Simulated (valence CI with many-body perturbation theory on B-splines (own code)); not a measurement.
## Energy levels of Zr³³⁺

Calculated by relativistic CI+MBPT: five valence electrons over a frozen Dirac-Fock core [He], a basis of 9 s, 9 p, 8 d, 6 f, 3 g, 1 h functions for each j, with the one-electron correlation potential Σ1, the two-electron term Σ2, the three-electron term Σ3, Breit, model QED; selected CI, second order for the rest, scaled by the run's own slope (own B-spline code, finite nucleus).

The last digits are not significant, and no measured levels were compared; by estimate large intervals hold to a few tenths of a per cent, small ones and those within an open d or f shell to about a per cent. Among the levels kept, up to 5600 cm⁻¹ of a level comes from second order outside the variational space, and about a tenth of that is noise between levels of different J, which matters for small intervals.

Levels 1 to 45 of 64, with energies above the lowest level, (2s^2 2p1/2^2 2p3/2) J=3/2. "Leading %" is the weight of the configuration and term that name the level; weights of strongly mixed levels are sums over their largest components and can fall short, so below about 35 % the name and the second component can differ from the true leading terms, or belong to a minority configuration. In the jj column 3d3/2^4 stands for four electrons in 3d with j = 3/2.

| No. | Configuration | Term | J | E (eV) | Leading % | Leading jj | Second component |
| --- | --- | --- | --- | --- | --- | --- | --- |
| 1 | 2s2 2p3 | 2P° | 3/2 | 0.0 | 40 | 2s^2 2p1/2^2 2p3/2 (96 %) | 39 % 2s2 2p3 4S° |
| 2 | 2s2 2p3 | 2D° | 3/2 | 78.2 | 49 | 2s^2 2p1/2 2p3/2^2 (97 %) | 48 % 2s2 2p3 4S° |
| 3 | 2s2 2p3 | 2D° | 5/2 | 93.1 | 100 | 2s^2 2p1/2 2p3/2^2 (100 %) |  |
| 4 | 2s2 2p3 | 2P° | 1/2 | 112.6 | 99 | 2s^2 2p1/2 2p3/2^2 (99 %) |  |
| 5 | 2s2 2p3 | 2P° | 3/2 | 190.8 | 57 | 2s^2 2p3/2^3 (98 %) | 29 % 2s2 2p3 2D° |
| 6 | 2s 2p4 | 4P | 5/2 | 222.8 | 84 | 2s 2p1/2^2 2p3/2^2 (96 %) | 16 % 2s 2p4 2D |
| 7 | 2s 2p4 | 4P | 1/2 | 264.9 | 55 | 2s 2p1/2^2 2p3/2^2 (88 %) | 43 % 2s 2p4 2S |
| 8 | 2s 2p4 | 4P | 3/2 | 265.1 | 50 | 2s 2p1/2^2 2p3/2^2 (80 %) | 28 % 2s 2p4 2D |
| 9 | 2s 2p4 | 4P | 3/2 | 321.6 | 49 | 2s 2p1/2 2p3/2^3 (85 %) | 38 % 2s 2p4 2D |
| 10 | 2s 2p4 | 2D | 5/2 | 342.1 | 84 | 2s 2p1/2 2p3/2^3 (96 %) | 16 % 2s 2p4 4P |
| 11 | 2s 2p4 | 2P | 1/2 | 364.0 | 51 | 2s 2p1/2 2p3/2^3 (80 %) | 30 % 2s 2p4 4P |
| 12 | 2s 2p4 | 2P | 3/2 | 375.7 | 65 | 2s 2p1/2 2p3/2^3 (95 %) | 34 % 2s 2p4 2D |
| 13 | 2s 2p4 | 2P | 1/2 | 459.8 | 47 | 2s 2p3/2^4 (88 %) | 37 % 2s 2p4 2S |
| 14 | 2p5 | 2P° | 3/2 | 536.6 | 99 | 2p1/2^2 2p3/2^3 (99 %) |  |
| 15 | 2p5 | 2P° | 1/2 | 627.8 | 99 | 2p1/2 2p3/2^4 (99 %) |  |
| 16 | 2s2 2p2 3s | 4P | 1/2 | 2381.7 | 54 | 2s^2 2p1/2^2 3s (97 %) | 23 % 2s2 2p2 3s 2S |
| 17 | 2s2 2p2 3p | 4D° | 1/2 | 2425.7 | 43 | 2s^2 2p1/2^2 3p1/2 (97 %) | 37 % 2s2 2p2 3p 2P° |
| 18 | 2s2 2p2 3p | 4D° | 3/2 | 2457.4 | 28 | 2s^2 2p1/2^2 3p3/2 (95 %) | 24 % 2s2 2p2 3p 4P° |
| 19 | 2s2 2p2 3s | 4P | 3/2 | 2461.3 | 89 | 2s^2 2p1/2 2p3/2 3s (99 %) | 9 % 2s2 2p2 3s 2P |
| 20 | 2s2 2p2 3s | 2P | 1/2 | 2466.6 | 69 | 2s^2 2p1/2 2p3/2 3s (99 %) | 30 % 2s2 2p2 3s 4P |
| 21 | 2s2 2p2 3s | 2D | 5/2 | 2473.4 | 53 | 2s^2 2p1/2 2p3/2 3s (97 %) | 45 % 2s2 2p2 3s 4P |
| 22 | 2s2 2p2 3s | 2D | 3/2 | 2477.3 | 57 | 2s^2 2p1/2 2p3/2 3s (98 %) | 40 % 2s2 2p2 3s 2P |
| 23 | 2s2 2p2 3d | 4F | 3/2 | 2503.8 | 39 | 2s^2 2p1/2^2 3d3/2 (97 %) | 23 % 2s2 2p2 3d 2D |
| 24 | 2s2 2p2 3p | 4P° | 1/2 | 2505.1 | 41 | 2s^2 2p1/2 2p3/2 3p1/2 (98 %) | 30 % 2s2 2p2 3p 4D° |
| 25 | 2s2 2p2 3p | 4D° | 3/2 | 2509.6 | 53 | 2s^2 2p1/2 2p3/2 3p1/2 (97 %) | 25 % 2s2 2p2 3p 2D° |
| 26 | 2s2 2p2 3d | 2D | 5/2 | 2516.9 | 25 | 2s^2 2p1/2^2 3d5/2 (96 %) | 23 % 2s2 2p2 3d 4D |
| 27 | 2s2 2p2 3p | 2F° | 5/2 | 2518.3 | 37 | 2s^2 2p1/2 2p3/2 3p1/2 (96 %) | 32 % 2s2 2p2 3p 2D° |
| 28 | 2s2 2p2 3p | 4D° | 5/2 | 2532.3 | 51 | 2s^2 2p1/2 2p3/2 3p3/2 (97 %) | 34 % 2s2 2p2 3p 4P° |
| 29 | 2s2 2p2 3p | 4S° | 3/2 | 2533.4 | 35 | 2s^2 2p1/2 2p3/2 3p1/2 (83 %) | 31 % 2s2 2p2 3p 2P° |
| 30 | 2s2 2p2 3p | 4P° | 1/2 | 2535.4 | 41 | 2s^2 2p1/2 2p3/2 3p3/2 (97 %) | 29 % 2s2 2p2 3p 2P° |
| 31 | 2s2 2p2 3p | 2D° | 3/2 | 2540.1 | 45 | 2s^2 2p1/2 2p3/2 3p3/2 (88 %) | 36 % 2s2 2p2 3p 4P° |
| 32 | 2s2 2p2 3p | 2F° | 7/2 | 2544.8 | 52 | 2s^2 2p1/2 2p3/2 3p3/2 (97 %) | 46 % 2s2 2p2 3p 4D° |
| 33 | 2s2 2p2 3p | 2P° | 3/2 | 2549.7 | 46 | 2s^2 2p1/2 2p3/2 3p3/2 (92 %) | 20 % 2s2 2p2 3p 2D° |
| 34 | 2s2 2p2 3p | 2D° | 5/2 | 2556.5 | 48 | 2s^2 2p1/2 2p3/2 3p3/2 (92 %) | 26 % 2s2 2p2 3p 2F° |
| 35 | 2s2 2p2 3s | 4P | 5/2 | 2562.7 | 52 | 2s^2 2p3/2^2 3s (95 %) | 45 % 2s2 2p2 3s 2D |
| 36 | 2s2 2p2 3p | 2P° | 1/2 | 2565.7 | 81 | 2s^2 2p1/2 2p3/2 3p3/2 (94 %) | 8 % 2s2 2p2 3p 4D° |
| 37 | 2s2 2p2 3s | 2P | 3/2 | 2567.4 | 49 | 2s^2 2p3/2^2 3s (97 %) | 41 % 2s2 2p2 3s 2D |
| 38 | 2s 2p3 3s | 6S° | 5/2 | 2580.2 | 61 | 2s 2p1/2^2 2p3/2 3s (78 %) | 27 % 2s 2p3 3s 4P° |
| 39 | 2s2 2p2 3d | 4F | 3/2 | 2584.2 | 41 | 2s^2 2p1/2 2p3/2 3d3/2 (96 %) | 33 % 2s2 2p2 3d 2P |
| 40 | 2s2 2p2 3d | 4F | 5/2 | 2585.8 | 55 | 2s^2 2p1/2 2p3/2 3d3/2 (94 %) | 37 % 2s2 2p2 3d 2F |
| 41 | 2s2 2p2 3d | 4D | 1/2 | 2586.5 | 79 | 2s^2 2p1/2 2p3/2 3d3/2 (98 %) | 14 % 2s2 2p2 3d 2P |
| 42 | 2s2 2p2 3d | 4F | 7/2 | 2590.0 | 59 | 2s^2 2p1/2 2p3/2 3d5/2 (92 %) | 32 % 2s2 2p2 3d 4D |
| 43 | 2s2 2p2 3s | 2S | 1/2 | 2591.8 | 72 | 2s^2 2p3/2^2 3s (93 %) | 15 % 2s2 2p2 3s 4P |
| 44 | 2s2 2p2 3d | 2F | 7/2 | 2595.2 | 41 | 2s^2 2p1/2 2p3/2 3d3/2 (79 %) | 28 % 2s2 2p2 3d 2G |
| 45 | 2s 2p3 3s | 4S° | 3/2 | 2597.2 | 52 | 2s 2p1/2^2 2p3/2 3s (81 %) | 22 % 2s 2p3 3s 2P° |

The ionisation energy to 2s2 2p2 3P_0 of the next ion comes out as 4296.1 eV (NIST: 4300 ± 30 eV (semi-empirical)). All 64 levels together are meant to be complete up to 2641.7 eV.
